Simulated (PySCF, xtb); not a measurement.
bromine cation (Br₂), SMILES BrBr (connectivity only; charge and spin as stated), charge +1, multiplicity 2.

Harmonic wavenumbers (cm⁻¹) from GFN2-xTB (xtb) at its own minimum, in rising order: 279.

Q: What does PBE0-D3(BJ)/def2-TZVP (PySCF) give at its own minimum? (An estimate is asked for; the answer gives what the named calculation found.)

A: 383. Paired by order, the mean absolute difference is 105 cm⁻¹ and the zero-point energies are 0.4 and 0.5 kcal/mol.
